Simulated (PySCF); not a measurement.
## V (vanadium, neutral) across methods

[Ar] 3d3 4s1 4p1, one real determinant (an excited configuration). Calculation: PySCF 2.14, in x2c-QZVPPall with one added diffuse shell each of s, p, d, f, g type (12s8p6d4f3g, 121 functions); the spin-free X2C one-electron Hamiltonian (Gaussian nucleus). The B2PLYP total includes its PT2 part (frozen core); its orbital energies are those of the SCF part.

```tsv
method	E (hartree)	mean ε 3d α (eV)	mean ε 4s α (eV)	mean ε 4p α (eV)	Σ⟨r²⟩ (bohr²)	⟨S²⟩
PBE0	-948.922	-9.218	-6.699	-3.090	50.95	8.751
r2SCAN	-949.097	-7.627	-6.036	-2.497	50.47	8.751
B2PLYP	-948.860	-11.286	-7.394	-3.602	51.57	8.751
UHF	-948.12071	-14.770	-8.794	-4.890	51.76	8.752
BLYP	-949.157	-7.313	-5.740	-2.223	52.05	8.750
PBE	-948.890	-7.480	-5.948	-2.477	51.40	8.750
LC-wPBE	-948.957	-11.473	-9.109	-5.008	49.48	8.750
```

Q: Estimate the same row for LDA.

A: E (hartree) = -946.906; mean ε 3d α (eV) = -7.515; mean ε 4s α (eV) = -6.122; mean ε 4p α (eV) = -2.487; Σ⟨r²⟩ (bohr²) = 51.10; ⟨S²⟩ = 8.750.

⟨L²⟩ = 13.76 against 20 for a pure G term, so this real determinant mixes terms.
